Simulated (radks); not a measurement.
Species: Ir XLIII. Configuration: [Ar] 3d10 4s2 4p5. Method: scalar-relativistic Kohn-Sham, PBE, spin-polarised, spherical densities, finite nucleus; open shells are filled with parallel spins first (spin-orbit coupling, left out, can overturn this in heavy ions); Fermi nuclear charge, rms radius 5.4032 fm; computed with a radial shooting solver on a logarithmic mesh with Libxc functionals.

Unscreened Slater integrals over Kohn-Sham orbitals (hartree). They are taken over the spin-up orbitals.

F0(4p,4p): 2.2962
F2(4p,4p): 1.1952
F0(4p,4s): 2.3278
G1(4p,4s): 1.5709
F0(4p,3d): 2.9081
F2(4p,3d): 0.84129
G1(4p,3d): 0.27246
G3(4p,3d): 0.27618
F0(4s,4s): 2.3625
F0(4s,3d): 2.9626
G2(4s,3d): 0.28160
F0(3d,3d): 5.3377
F2(3d,3d): 2.7308
F4(3d,3d): 1.7595

Derived for the open shells (J is the average intra-shell exchange parameter used in DFT+U). 4p: J = F2/5 = 0.2390 hartree.
